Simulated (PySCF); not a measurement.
PySCF input (HF/def2-TZVPD):

```python
from pyscf import gto, scf, dft

mol = gto.M(
    atom='''
    Si    0.00296417   -0.00425740    0.93626949
    Br    1.06311508   -1.61260081   -0.19795821
    Br   -1.06430074    1.61430377   -0.17654958
    ''',
    basis='def2-tzvpd',
    charge=0,
    spin=2,
    verbose=4,
)

mf = scf.UHF(mol).density_fit(auxbasis='def2-universal-jkfit')
mf.conv_tol = 1e-9
mf.max_cycle = 100
mf.max_memory = 1500
mf.kernel()
if not mf.converged:
    mf = mf.newton()
    mf.kernel(mf.make_rdm1())
for _ in range(2):
    mo, _, stable, _ = mf.stability(return_status=True)
    if stable:
        break
    mf.kernel(mf.make_rdm1(mo, mf.mo_occ))
mf.analyze()
```

End of the output:

```
Extra cycle  E= -5433.7906269911  delta_E= -1.57e-10  |g|= 4.02e-06  |ddm|= 9.67e-06
converged SCF energy = -5433.7906269911  <S^2> = 2.0110807  2S+1 = 3.0073781
uhf_internal: lowest eigs of H = [0.19061718 0.26742679 0.30736716]
<class 'pyscf.df.df_jk.DFUHF'> wavefunction is stable in the internal stability analysis
**** SCF Summaries ****
Total Energy =                       -5433.790626991099089
Nuclear Repulsion Energy =             399.703254916478727
One-electron Energy =                -8363.738416918436997
Two-electron Energy =                 2530.244535010859636
Two-electron Coulomb Energy =         2730.002916846644439
DFT Exchange-Correlation Energy =     -199.758381835784803
HOMO-LUMO gap [eV] =                     7.440915388744653
**** MO energy ****
                             alpha | beta                alpha | beta
MO #1   energy= -490.040876774083  | -490.0398229831    occ= 1 | 1
MO #2   energy= -490.040876519003  | -490.039822730891  occ= 1 | 1
MO #3   energy= -68.8788792186332  | -68.865303217186   occ= 1 | 1
MO #4   energy= -65.1827017252551  | -65.1820783827588  occ= 1 | 1
MO #5   energy= -65.1827014608974  | -65.1820782095635  occ= 1 | 1
MO #6   energy= -58.5383779330323  | -58.5366351159959  occ= 1 | 1
MO #7   energy= -58.5383723808346  | -58.5366307108188  occ= 1 | 1
MO #8   energy= -58.5368426767175  | -58.5359237144768  occ= 1 | 1
MO #9   energy= -58.5368413992296  | -58.5359227161513  occ= 1 | 1
MO #10  energy= -58.5366119943106  | -58.5358030142043  occ= 1 | 1
MO #11  energy= -58.5366098198978  | -58.5358017235615  occ= 1 | 1
MO #12  energy= -9.85614386163707  | -9.85405834759333  occ= 1 | 1
MO #13  energy= -9.85614307633144  | -9.85405542902974  occ= 1 | 1
MO #14  energy= -7.46832133498376  | -7.46380632781822  occ= 1 | 1
MO #15  energy= -7.46832074257157  | -7.46380456667642  occ= 1 | 1
MO #16  energy= -7.4618502958064   | -7.46047203389486  occ= 1 | 1
MO #17  energy= -7.46185017448489  | -7.46047159023198  occ= 1 | 1
MO #18  energy= -7.46161615786485  | -7.45957389182707  occ= 1 | 1
MO #19  energy= -7.46161599065092  | -7.45957320864396  occ= 1 | 1
MO #20  energy= -6.22370671071739  | -6.20376662659895  occ= 1 | 1
MO #21  energy= -4.33590365468041  | -4.3149065165513   occ= 1 | 1
MO #22  energy= -4.32837953082945  | -4.30937246322361  occ= 1 | 1
MO #23  energy= -4.3228778985619   | -4.30096747084932  occ= 1 | 1
MO #24  energy= -3.20885999960198  | -3.20707984323568  occ= 1 | 1
MO #25  energy= -3.20885572166526  | -3.20706474062683  occ= 1 | 1
MO #26  energy= -3.20650273620335  | -3.20502071933221  occ= 1 | 1
MO #27  energy= -3.20649712445963  | -3.20500718175782  occ= 1 | 1
MO #28  energy= -3.20623209873473  | -3.20422952635466  occ= 1 | 1
MO #29  energy= -3.20622803646269  | -3.20421677164256  occ= 1 | 1
MO #30  energy= -3.19978600350556  | -3.19900579285532  occ= 1 | 1
MO #31  energy= -3.1997836442811   | -3.19900124594773  occ= 1 | 1
MO #32  energy= -3.19978099980481  | -3.19898143459668  occ= 1 | 1
MO #33  energy= -3.19977821051169  | -3.19897730235561  occ= 1 | 1
MO #34  energy= -1.05150152498816  | -1.02835858950937  occ= 1 | 1
MO #35  energy= -1.02982824086957  | -1.01021809322638  occ= 1 | 1
MO #36  energy= -0.69698358661152  | -0.600058894235675 occ= 1 | 1
MO #37  energy= -0.529217821354012 | -0.494617973719004 occ= 1 | 1
MO #38  energy= -0.488420812249814 | -0.459182852041322 occ= 1 | 1
MO #39  energy= -0.483428477320946 | -0.451848029667482 occ= 1 | 1
MO #40  energy= -0.452120498264854 | -0.434516252801995 occ= 1 | 1
MO #41  energy= -0.436174792071956 | -0.432715052078106 occ= 1 | 1
MO #42  energy= -0.408886534805454 | -0.0298601828463259 occ= 1 | 0
MO #43  energy= -0.303308782020057 | 0.0517924236979811 occ= 1 | 0
MO #44  energy= 0.043845575513406  | 0.0546153659022057 occ= 0 | 0
MO #45  energy= 0.0521076287574307 | 0.0590117499080157 occ= 0 | 0
MO #46  energy= 0.0605336534354122 | 0.0727126126946125 occ= 0 | 0
MO #47  energy= 0.0709132211258475 | 0.083705467783039  occ= 0 | 0
MO #48  energy= 0.0740805887613196 | 0.0860835336934856 occ= 0 | 0
MO #49  energy= 0.0850832649709336 | 0.0865653352156687 occ= 0 | 0
MO #50  energy= 0.0878581713738925 | 0.0881205082977674 occ= 0 | 0
MO #51  energy= 0.0938759950974651 | 0.116963476507886  occ= 0 | 0
MO #52  energy= 0.104188830963124  | 0.129072981400027  occ= 0 | 0
MO #53  energy= 0.145191532188145  | 0.158836177034383  occ= 0 | 0
MO #54  energy= 0.162622837189412  | 0.171118022614598  occ= 0 | 0
MO #55  energy= 0.183727343294761  | 0.190012094849582  occ= 0 | 0
MO #56  energy= 0.186492121558393  | 0.201236634793065  occ= 0 | 0
MO #57  energy= 0.18853880834364   | 0.204767888603155  occ= 0 | 0
MO #58  energy= 0.226795537654162  | 0.231992822059008  occ= 0 | 0
MO #59  energy= 0.230504021038616  | 0.239396994933337  occ= 0 | 0
MO #60  energy= 0.235496055962     | 0.242522611780853  occ= 0 | 0
MO #61  energy= 0.241056743502876  | 0.253936177797861  occ= 0 | 0
MO #62  energy= 0.242320254816338  | 0.260025932289332  occ= 0 | 0
MO #63  energy= 0.257475072917801  | 0.274149916868041  occ= 0 | 0
MO #64  energy= 0.268546129713473  | 0.279409349790017  occ= 0 | 0
MO #65  energy= 0.271418729434118  | 0.28321187318691   occ= 0 | 0
MO #66  energy= 0.271691238405213  | 0.284986237787336  occ= 0 | 0
MO #67  energy= 0.280292075391792  | 0.285383955095478  occ= 0 | 0
MO #68  energy= 0.282913307915475  | 0.285448663198055  occ= 0 | 0
MO #69  energy= 0.305953355905798  | 0.313915685016974  occ= 0 | 0
MO #70  energy= 0.343557470698348  | 0.381958254491192  occ= 0 | 0
MO #71  energy= 0.395894405810019  | 0.430102495690733  occ= 0 | 0
MO #72  energy= 0.408850306756909  | 0.4424262887038    occ= 0 | 0
MO #73  energy= 0.423392432179089  | 0.448202999024663  occ= 0 | 0
MO #74  energy= 0.427872905922466  | 0.461512291265832  occ= 0 | 0
MO #75  energy= 0.437579568512131  | 0.473353736634777  occ= 0 | 0
MO #76  energy= 0.442027974718725  | 0.476244608288413  occ= 0 | 0
MO #77  energy= 0.527580608495137  | 0.541729198348555  occ= 0 | 0
MO #78  energy= 0.552026467535284  | 0.561482091404832  occ= 0 | 0
MO #79  energy= 0.55374013767024   | 0.56644439676424   occ= 0 | 0
MO #80  energy= 0.562015430708706  | 0.567268584223236  occ= 0 | 0
MO #81  energy= 0.564890113401429  | 0.585674705270641  occ= 0 | 0
MO #82  energy= 0.598982864245943  | 0.603343123226726  occ= 0 | 0
MO #83  energy= 0.601111366840474  | 0.605241659300245  occ= 0 | 0
MO #84  energy= 0.60180970235759   | 0.609422998304034  occ= 0 | 0
MO #85  energy= 0.606715131492839  | 0.616800161347385  occ= 0 | 0
MO #86  energy= 0.641299634805222  | 0.65880539359034   occ= 0 | 0
MO #87  energy= 0.642964194285126  | 0.669944895358977  occ= 0 | 0
MO #88  energy= 0.665830594723473  | 0.683568581570884  occ= 0 | 0
MO #89  energy= 0.666942570373589  | 0.690908797348785  occ= 0 | 0
MO #90  energy= 0.715108396049566  | 0.731642421435478  occ= 0 | 0
MO #91  energy= 0.719147656284869  | 0.750362036557597  occ= 0 | 0
MO #92  energy= 0.745793601596777  | 0.761184476848157  occ= 0 | 0
MO #93  energy= 0.790007465531071  | 0.810406687912566  occ= 0 | 0
MO #94  energy= 0.80879850579959   | 0.823015214040792  occ= 0 | 0
MO #95  energy= 1.1566789429474    | 1.20240027256542   occ= 0 | 0
MO #96  energy= 1.17012171596902   | 1.21203195572125   occ= 0 | 0
MO #97  energy= 1.19528811666833   | 1.21357822246578   occ= 0 | 0
MO #98  energy= 1.20789265154229   | 1.22925959647019   occ= 0 | 0
MO #99  energy= 1.21689866963282   | 1.25304928642656   occ= 0 | 0
MO #100 energy= 1.22954838124224   | 1.25632447188554   occ= 0 | 0
MO #101 energy= 1.25491486160927   | 1.26133299998131   occ= 0 | 0
MO #102 energy= 1.2703207674837    | 1.29242946111253   occ= 0 | 0
MO #103 energy= 1.3031626559968    | 1.33963598539068   occ= 0 | 0
MO #104 energy= 1.32231629861487   | 1.34490272477098   occ= 0 | 0
[...]
```

This is an excited triplet: at this geometry the singlet lies 1.89 eV lower at RI-MP2/CBS(def2-TZVPPD,def2-QZVPPD)+[CCSD(T)-MP2]/def2-TZVPPD.
